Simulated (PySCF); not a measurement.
Computed IR spectrum (relative IR intensity) of a molecule C₇H₁₅, multiplicity 2. The structure is a stationary point at B3LYP-D3(BJ)/def2-SVP. The values are those of a single conformer. Level of theory: B3LYP-D3(BJ)/def2-SVP (PySCF). No scaling factor is applied to the harmonic values.

Lines under 2 % of the strongest are left out, and lines within 2 cm⁻¹ are merged.

| ν (cm⁻¹) | relative intensity |
|---|---|
| 260 | 2.5 |
| 395 | 5.6 |
| 431 | 11 |
| 519 | 15 |
| 741 | 4.2 |
| 887 | 2.1 |
| 1173 | 2.8 |
| 1244 | 3.1 |
| 1361 | 3.4 |
| 1371 | 3.2 |
| 1402 | 10 |
| 1445 | 6.0 |
| 1455 | 7.3 |
| 1471 | 7.4 |
| 1487 | 5.0 |
| 2943 | 32 |
| 2990 | 23 |
| 3003 | 14 |
| 3013 | 2.7 |
| 3019 | 90 |
| 3022 | 51 |
| 3035 | 33 |
| 3044 | 10 |
| 3055 | 3.3 |
| 3071 | 100 |
| 3094 | 23 |
| 3099 | 63 |
| 3106 | 40 |
| 3154 | 33 |

Q: Which structure fits?
A) CCC[CH]CCC
B) [CH2]CCCCCC
C) C[CH]CCCCC
D) CC[CH]CCCC

A: C, C[CH]CCCCC
